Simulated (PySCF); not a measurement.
An excited-state job on `C=CSCOC(C)=O`.

Method: TDDFT PBE0/def2-SVPD, vertical, gas phase, core orbitals frozen in the response (PySCF 2.14.0, density-fitted response routines). Geometry: GFN2-xTB. The input is one job of a driver script: a line of settings, then coordinates in Å.

Command:
```bash
OMP_NUM_THREADS=1 python probes_run.py task.json out
```

Input:
```
{"job": {"kind": "uv", "xc": "PBE0", "basis": "def2-SVPD", "nstates": 6, "ntriplets": 2}, "charge": 0, "multiplicity": 1}
C      2.483736     0.674159    -0.188369
C      2.413256    -0.562044    -0.648964
S      1.207882    -1.780095    -0.269739
C      0.282661    -1.024747     1.105774
O     -0.518339     0.053734     0.691879
C     -1.817845    -0.196868     0.417572
C     -2.510521     1.058093    -0.031249
O     -2.326183    -1.273280     0.552991
H      1.762882     1.088137     0.494052
H      3.283243     1.324623    -0.498312
H      3.126330    -0.959913    -1.354085
H     -0.335794    -1.827648     1.517137
H      0.996157    -0.651721     1.840904
H     -3.336218     0.801817    -0.688366
H     -1.808630     1.718961    -0.530110
H     -2.910215     1.565736     0.844957
```

Problem. What does the run print?

Solution. 
```
coarse grid: 14192 points
cycle   1  E = -742.8367245866  dE =  1.147e+00  |g| = 8.599e-01  |ddm| = 6.062e+00
cycle   2  E = -742.5225094920  dE =  3.142e-01  |g| = 1.546e+00  |ddm| = 3.407e+00
cycle   3  E = -742.9739709670  dE = -4.515e-01  |g| = 2.545e-01  |ddm| = 2.474e+00
cycle   4  E = -742.9858728922  dE = -1.190e-02  |g| = 7.872e-02  |ddm| = 3.147e-01
cycle   5  E = -742.9869151055  dE = -1.042e-03  |g| = 2.427e-02  |ddm| = 1.095e-01
cycle   6  E = -742.9870520483  dE = -1.369e-04  |g| = 5.416e-03  |ddm| = 4.364e-02
cycle   7  E = -742.9870583676  dE = -6.319e-06  |g| = 2.187e-03  |ddm| = 1.093e-02
final grid: 133184 points
cycle   8  E = -743.0851143285  dE = -3.174e-05  |g| = 1.343e-02  |ddm| = 1.435e-01
cycle   9  E = -743.0850652092  dE =  4.912e-05  |g| = 2.057e-02  |ddm| = 4.318e-02
cycle  10  E = -743.0851514070  dE = -8.620e-05  |g| = 2.561e-03  |ddm| = 2.611e-02
cycle  11  E = -743.0851526583  dE = -1.251e-06  |g| = 4.677e-04  |ddm| = 3.184e-03
cycle  12  E = -743.0851526963  dE = -3.807e-08  |g| = 1.584e-04  |ddm| = 7.941e-04
cycle  13  E = -743.0851527012  dE = -4.899e-09  |g| = 5.621e-05  |ddm| = 3.475e-04
cycle  14  E = -743.0851527021  dE = -9.009e-10  |g| = 1.457e-05  |ddm| = 1.673e-04
converged SCF energy = -743.0851527021

Static polarisability (au): isotropic 88.923, principal 69.415 92.988 104.366

Singlet excitations
state   eV       nm        f      main configurations
  1   5.3030    233.8   0.00283   H->L 0.86
  2   5.7392    216.0   0.15081   H->L+1 0.84
  3   5.8969    210.3   0.04127   H->L+2 0.41, H-1->L 0.19, H->L+3 0.18
  4   6.0167    206.1   0.00566   H-1->L 0.53, H->L+2 0.19, H-1->L+1 0.12
  5   6.2450    198.5   0.01244   H->L+3 0.64, H->L+2 0.17, H->L+4 0.14
  6   6.6084    187.6   0.01929   H->L+4 0.52, H->L+5 0.31, H->L+2 0.09

Triplet excitations (Tamm-Dancoff, eV): 3.9148 5.0140
```

The SCF starts on a coarse grid where the log names one; the energy can jump when the final grid takes over, and dE then counts from the start density on the new grid. H and L stand for HOMO and LUMO; the number after each pair is its weight.

Problem. Which computed singlet has the largest oscillator strength, and what do all of them sum to?

Solution. State 2 at 5.74 eV (216 nm), f = 0.151; the 6 states sum to 0.232.

Problem. Give the mean polarisability as a volume in Å³, and the ratio of the largest to the smallest principal value.

Solution. 88.923 au × 0.148185 = 13.18 Å³; 104.366/69.415 = 1.50.

Main results: HOMO -6.59 eV, LUMO -0.20 eV; lowest singlet 5.30 eV; lowest triplet 3.91 eV (Tamm–Dancoff); mean polarisability 88.9 au.

The run took about 2 min of CPU time (with the writing of density and orbital grids) (one thread, shared machine).

One conformer stands for the species.
Labels such as C1 count atoms from 1, the log's own numbers from 0.
